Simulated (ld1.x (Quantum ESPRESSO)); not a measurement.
**Scattering properties, PAW potential for neodymium (Nd)**

ld1.x (Quantum ESPRESSO) 7.5 input, shortened:

```
&input
   title='Nd', zed=60., rel=0, dft='PBESOL', iswitch=3,
   config='[Xe] 4f4 5d0 6s1.75 6p0'
 /
 &inputp
   pseudotype=3, lpaw=.true., tm=.true., lloc=-1, rcloc=2.60,
   nlcc=.true., new_core_ps=.true., rcore=0.60,
   which_augfun='BG', rmatch_augfun=1.05
 /
8
5S  1  0   2.00   0.00  2.00  2.50  0.0
6S  2  0   1.75   0.00  2.00  2.50  0.0
5P  2  1   6.00   0.00  2.70  3.00  0.0
6P  3  1   0.00   0.00  2.70  3.00  0.0
5D  3  2   0.00   0.00  2.75  3.75  0.0
5D  3  2   0.00   0.05  2.75  3.75  0.0
4F  4  3   4.00   0.00  0.95  1.30  0.0
4F  4  3   0.00   0.35  0.95  1.30  0.0
 &test
   configts(1)='4f4 5s2 5p6 5d0 6s1.75 6p0'
 /
```

The phase is arctan(r·u′/u) with u = r·R(r), unwrapped; energies in Ry, scanned from -5 to 5 Ry. A pole is an energy at which the radial function vanishes at the test radius. The pseudo phase is shifted by a multiple of π to meet the all-electron one at the reference energy, and phase errors are pseudo minus all-electron; the curves can meet again beyond the range given. Levels narrower than the energy grid can be missing from the lists of poles.

```
channel  radius (bohr)  reference energy (Ry)  poles, all-electron       poles, pseudo  unbroken range about the reference energy with phases within 0.05 rad  phase error 1 Ry above the reference energy (rad)
      s           4.05                  -0.32    -2.76, 0.69, 4.64   -2.76, 0.69, 4.93                                                              below 2.1                                             +0.001
      p           4.05                  -0.17          -1.67, 1.30  -1.66, -1.64, 1.17                                                            -1.6 to 1.7                                             -0.019
      d           4.05                  -0.27          -0.04, 2.58         -0.04, 3.71                                                              below 0.2                                             +0.081
      f           4.05                  -0.45    -0.44, 1.66, 4.63   -0.44, 1.66, 4.73                                                              below 2.8                                             +0.000
```

The ghost test of this file was not conclusive. Its overlap operator is not positive definite in a basis up to 400 Ry (lowest eigenvalue s -0.0048, p -0.53), so the file is unfit for use: the generalised eigenproblem breaks down once the basis is large enough, and its test numbers describe a broken file.

Phases in the p channel:

```
E (Ry)  all-electron  pseudo
 -5.00         1.455   4.596
 -4.48         1.447   4.589
 -3.96         1.438   4.580
 -3.44         1.427   4.569
 -2.92         1.411   4.554
 -2.40         1.388   4.531
 -1.88         1.323   4.473
 -1.36        -1.784  -1.792
 -0.84        -1.883  -1.887
 -0.32        -2.155  -2.156
  0.20        -3.848  -3.866
  0.72        -4.551  -4.570
  1.24        -4.702  -4.728
  1.76        -4.790  -4.841
  2.28        -4.896  -5.066
  2.80        -5.204  -6.775
  3.32        -7.162  -7.610
  3.84        -7.655  -7.744
  4.36        -7.765  -7.801
  4.88        -7.818  -7.837
```
